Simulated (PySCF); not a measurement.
## Polarisability and C₆ of Ne²⁺ (neon, charge +2)

[He] 2s2 2p4, high-spin 3P determinant. Calculation: PySCF 2.14, in aug-cc-pVTZ (5s4p3d2f, 46 functions); the non-relativistic Hamiltonian (point nucleus). Coupled (time-dependent) response in atomic units; α is the mean over directions.

| method | mean α (bohr³) | α xx, yy, zz | C₆ (like pair) | S(−4) |
| --- | --- | --- | --- | --- |
| UHF | 0.8328 | 0.9069, 0.6848, 0.9069 | 1.041 | 0.3589 |
| PBE | 0.8753 | 0.9410, 0.7437, 0.9410 | 1.120 | 0.3902 |
| PBE0 | 0.8595 | 0.9266, 0.7253, 0.9266 | 1.092 | 0.3767 |
| M06-2X | 0.8876 | 0.9711, 0.7207, 0.9711 | 1.106 | 0.4765 |
| B97-3 | 0.8517 | 0.9185, 0.7182, 0.9185 | 1.079 | 0.3687 |

S(−4) is the Cauchy moment in α(ω) = α(0) + S(−4) ω² + …

α(iu) at PBE0:

```json
{"u (hartree)": "0", "α(iu) (bohr³)": "0.8595"}
{"u (hartree)": "0.0500", "α(iu) (bohr³)": "0.8586"}
{"u (hartree)": "0.100", "α(iu) (bohr³)": "0.8558"}
{"u (hartree)": "0.200", "α(iu) (bohr³)": "0.8450"}
{"u (hartree)": "0.300", "α(iu) (bohr³)": "0.8281"}
{"u (hartree)": "0.500", "α(iu) (bohr³)": "0.7816"}
{"u (hartree)": "0.750", "α(iu) (bohr³)": "0.7129"}
{"u (hartree)": "1.00", "α(iu) (bohr³)": "0.6437"}
{"u (hartree)": "1.50", "α(iu) (bohr³)": "0.5204"}
{"u (hartree)": "2.00", "α(iu) (bohr³)": "0.4218"}
{"u (hartree)": "3.00", "α(iu) (bohr³)": "0.2853"}
{"u (hartree)": "5.00", "α(iu) (bohr³)": "0.1497"}
```

A single London oscillator, α(iu) = α/(1 + u²/ω²), gives C₆ = (3/4) ω α². Matching the computed C₆ needs ω = 4 × 1.092 / (3 × 0.8595²) = 1.97 hartree.

For an ion, C₆ is the dispersion term alone; charge-induced terms of lower order in 1/R come first.

The components differ because the open shell of this determinant is not spherical; for a pure term their mean is the scalar polarisability.
